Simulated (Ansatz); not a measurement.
Gas-phase electronic energies from Ansatz, PBE0-D4/def2-TZVP geometries. CBS: MP2 limit from def2 TZ/QZ plus the TZ coupled-cluster correction, frozen cores. This one scheme is used for every species. DFT in def2-TZVPP. One conformer a species, not always the lowest.

`N[SiH2][Si](N)(F)F` + CH₃OH → `CO[Si](N)(F)F` + `N[SiH3]`  (cleavage of the Si–Si bond)

```json
{"level": "B2PLYP", "ΔE (kJ/mol)": "-138.4"}
{"level": "SCS-MP2/def2-TZVPP", "ΔE (kJ/mol)": "-145.4"}
```

Question: What does CCSD(T)/CBS give? (Best estimate.)

Answer: The calculation gave: -134.6 kJ/mol. The listed levels differ from it by -3.8, -10.8 kJ/mol.

Largest T1 diagnostic among the species: 0.012.

In def2-TZVPP, CCSD(T) changes the Hartree–Fock value by +23.4 kJ/mol (the triples alone add +3.4 kJ/mol) and MP2 by +18.2 kJ/mol. From PBE to PBE0 (25 % exact exchange), in def2-TZVPP and without D4, ΔE moves by −11.6 kJ/mol.
